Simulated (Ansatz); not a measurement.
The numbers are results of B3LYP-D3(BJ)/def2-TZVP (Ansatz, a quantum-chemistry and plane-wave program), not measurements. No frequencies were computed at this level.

Ansatz 0.2 input:
```yaml
crystal:
  periodic: [false, false, false]
  atoms:
    - { symbol: C, position_ang: [1.627139, -0.623078, -0.27316] }
    - { symbol: C, position_ang: [0.392903, -0.210749, -0.094414] }
    - { symbol: C, position_ang: [-0.296069, 1.002646, 0.469864] }
    - { symbol: Si, position_ang: [-1.455837, -0.351527, -0.185482] }
    - { symbol: H, position_ang: [1.853989, -1.578312, -0.721683] }
    - { symbol: H, position_ang: [2.480124, -0.025034, 0.020735] }
    - { symbol: H, position_ang: [-0.172194, 1.163537, 1.534248] }
    - { symbol: H, position_ang: [-0.151688, 1.925349, -0.078648] }
    - { symbol: H, position_ang: [-2.153726, -1.181583, 0.782573] }
    - { symbol: H, position_ang: [-2.124642, -0.121248, -1.454035] }
basis:
  gaussian: { orbitals: def2-tzvp }
hamiltonian:
  xc: b3lyp
  dispersion: d3bj
relax:
  max_steps: 150
```

Output:

```
Functional definition: B3LYP
1065 factors; their error is unknown
mean field evaluation 1: about -11074.7007 eV, gradient 6.8e1 eV
mean field evaluation 2: about -11051.6566 eV, gradient 1.1e2 eV
mean field evaluation 4: about -11086.0306 eV, gradient 1.2e1 eV
mean field evaluation 8: about -11086.3714 eV, gradient 1.5e-1 eV
mean field evaluation 16: about -11086.3863 eV, gradient 1.8e-4 eV
mean field -11086.38634614 eV, -407.4171835981 hartree, gradient 1.8e-5 eV, S^2 0.000000; 0 other end points of the search recorded, 0 dependent functions left out
reference -11086.38662416 eV, -407.4171938152 hartree; 19, 19 occupied and 147, 147 virtual orbitals, 1065 factors
relax step   1: F+E_penalty+E_count = -11086.74005439 eV  Δ(F+E_penalty+E_count) = +0.000e0 eV  max|allowed force component| = 1.283e0 eV/Å  Δτ_max = 0.0000 Å  (28 SCF iters, accepted)
these checks for a lower state are left out or cut short: starts, cluster_reference, orbital_swaps, neighbouring_geometries, increment
1065 factors; their error is unknown
mean field -11086.41734503 eV, -407.4183227862 hartree, gradient 1.7e-5 eV, S^2 0.000000; 0 other end points of the search recorded, 0 dependent functions left out
reference -11086.41762296 eV, -407.4183330001 hartree; 19, 19 occupied and 147, 147 virtual orbitals, 1065 factors
relax step   2: F+E_penalty+E_count = -11086.77072110 eV  Δ(F+E_penalty+E_count) = -3.067e-2 eV  max|allowed force component| = 6.131e-1 eV/Å  Δτ_max = 0.0299 Å  (32 SCF iters, accepted)
these checks for a lower state are left out or cut short: starts, cluster_reference, orbital_swaps, neighbouring_geometries, increment
1065 factors; their error is unknown
mean field evaluation 32: about -11086.4236 eV, gradient 1.7e-5 eV
mean field -11086.42360010 eV, -407.4185526560 hartree, gradient 1.7e-5 eV, S^2 0.000000; 0 other end points of the search recorded, 0 dependent functions left out
reference -11086.42387761 eV, -407.4185628541 hartree; 19, 19 occupied and 147, 147 virtual orbitals, 1065 factors
relax step   3: F+E_penalty+E_count = -11086.77760336 eV  Δ(F+E_penalty+E_count) = -6.882e-3 eV  max|allowed force component| = 1.123e-1 eV/Å  Δτ_max = 0.0165 Å  (33 SCF iters, accepted)
these checks for a lower state are left out or cut short: starts, cluster_reference, orbital_swaps, neighbouring_geometries, increment
1065 factors; their error is unknown
mean field -11086.41233668 eV, -407.4181387326 hartree, gradient 1.6e-5 eV, S^2 0.000000; 0 other end points of the search recorded, 0 dependent functions left out
reference -11086.41261392 eV, -407.4181489211 hartree; 19, 19 occupied and 147, 147 virtual orbitals, 1065 factors
relax step   4: F+E_penalty+E_count = -11086.76556951 eV  Δ(F+E_penalty+E_count) = +1.203e-2 eV  max|allowed force component| = 5.426e-1 eV/Å  Δτ_max = 0.0354 Å  (31 SCF iters, rejected (line search))
these checks for a lower state are left out or cut short: starts, cluster_reference, orbital_swaps, neighbouring_geometries, increment
1065 factors; their error is unknown
mean field -11086.42413351 eV, -407.4185722582 hartree, gradient 1.7e-5 eV, S^2 0.000000; 0 other end points of the search recorded, 0 dependent functions left out
reference -11086.42441096 eV, -407.4185824545 hartree; 19, 19 occupied and 147, 147 virtual orbitals, 1065 factors
relax step   5: F+E_penalty+E_count = -11086.77813001 eV  Δ(F+E_penalty+E_count) = -5.266e-4 eV  max|allowed force component| = 1.806e-2 eV/Å  Δτ_max = 0.0070 Å  (33 SCF iters, accepted)
these checks for a lower state are left out or cut short: starts, cluster_reference, orbital_swaps, neighbouring_geometries, increment
1065 factors; their error is unknown
mean field -11086.42414767 eV, -407.4185727788 hartree, gradient 1.7e-5 eV, S^2 0.000000; 0 other end points of the search recorded, 0 dependent functions left out
reference -11086.42442515 eV, -407.4185829758 hartree; 19, 19 occupied and 147, 147 virtual orbitals, 1065 factors
relax step   6: F+E_penalty+E_count = -11086.77813429 eV  Δ(F+E_penalty+E_count) = -4.278e-6 eV  max|allowed force component| = 2.287e-2 eV/Å  Δτ_max = 0.0037 Å  (32 SCF iters, accepted)
these checks for a lower state are left out or cut short: starts, cluster_reference, orbital_swaps, neighbouring_geometries, increment
1065 factors; their error is unknown
mean field -11086.42407831 eV, -407.4185702298 hartree, gradient 1.7e-5 eV, S^2 0.000000; 0 other end points of the search recorded, 0 dependent functions left out
reference -11086.42435577 eV, -407.4185804263 hartree; 19, 19 occupied and 147, 147 virtual orbitals, 1065 factors
relax step   7: F+E_penalty+E_count = -11086.77808387 eV  Δ(F+E_penalty+E_count) = +5.041e-5 eV  max|allowed force component| = 3.667e-2 eV/Å  Δτ_max = 0.0056 Å  (33 SCF iters, rejected (line search))
these checks for a lower state are left out or cut short: starts, cluster_reference, orbital_swaps, neighbouring_geometries, increment
1065 factors; their error is unknown
mean field evaluation 64: about -11086.4242 eV, gradient 1.8e-4 eV
mean field -11086.42417698 eV, -407.4185738558 hartree, gradient 1.7e-5 eV, S^2 0.000000; 0 other end points of the search recorded, 0 dependent functions left out
reference -11086.42445446 eV, -407.4185840530 hartree; 19, 19 occupied and 147, 147 virtual orbitals, 1065 factors
relax step   8: F+E_penalty+E_count = -11086.77816479 eV  Δ(F+E_penalty+E_count) = -3.051e-5 eV  max|allowed force component| = 6.200e-3 eV/Å  Δτ_max = 0.0028 Å  (33 SCF iters, accepted)
1065 factors; their error is unknown
mean field -11086.42417698 eV, -407.4185738558 hartree, gradient 1.7e-5 eV, S^2 0.000000; 1 other end points of the search recorded, 0 dependent functions left out
reference -11086.42445446 eV, -407.4185840530 hartree; 19, 19 occupied and 147, 147 virtual orbitals, 1065 factors
Total energy: -11086.77844227 eV, -407.4315928651 hartree
Atom 0 at     1.632280    -0.631446    -0.277449 Å, force     0.000113     0.001099     0.006200 eV/Å
Atom 1 at     0.390750    -0.217712    -0.098043 Å, force     0.004493    -0.000268    -0.003321 eV/Å
Atom 2 at    -0.285935     1.011131     0.474529 Å, force     0.001546    -0.000778    -0.002137 eV/Å
Atom 3 at    -1.423122    -0.329637    -0.174394 Å, force    -0.002768     0.005433     0.003539 eV/Å
Atom 4 at     1.851085    -1.592356    -0.728758 Å, force    -0.002835    -0.001260    -0.001773 eV/Å
Atom 5 at     2.485556    -0.027448     0.020584 Å, force    -0.000704     0.002266    -0.001337 eV/Å
Atom 6 at    -0.193275     1.164145     1.547408 Å, force    -0.003814    -0.003590    -0.003164 eV/Å
Atom 7 at    -0.173842     1.935870    -0.087145 Å, force    -0.001579    -0.004946     0.000695 eV/Å
Atom 8 at    -2.156188    -1.184772     0.777720 Å, force     0.002968     0.002232    -0.002287 eV/Å
Atom 9 at    -2.127310    -0.127772    -1.454456 Å, force     0.002581    -0.000187     0.003585 eV/Å
Dipole moment:    -0.035620     0.023450     0.010777 e Å
```

Cost: about 40 core-seconds (a rough figure).
